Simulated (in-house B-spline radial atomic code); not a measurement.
A fraction x of an electron is removed from 4f in Gd3+, starting from [Xe] 4f7 and keeping the highest spin. All numbers are computed (scalar-relativistic (X2C) HSE06, spin-polarised, spherical fractional occupations; Fermi nucleus of rms radius 5.1569 fm) with an all-electron radial atomic-structure program (B-spline basis), not measured.

Caution: exact exchange at fractional occupations of open shells leaves self-interaction of up to several eV.

```csv
x,E(x) - E(0) (eV),4f up level (eV)
0,0.0000,-38.347
0.1,3.9271,-40.197
0.22,8.8854,-42.445
0.28,11.4661,-43.580
0.49,21.0399,-47.612
0.5,21.5170,-47.806
0.59,25.8985,-49.563
0.63,27.8967,-50.349
0.78,35.6717,-53.324
0.88,41.1045,-55.332
```
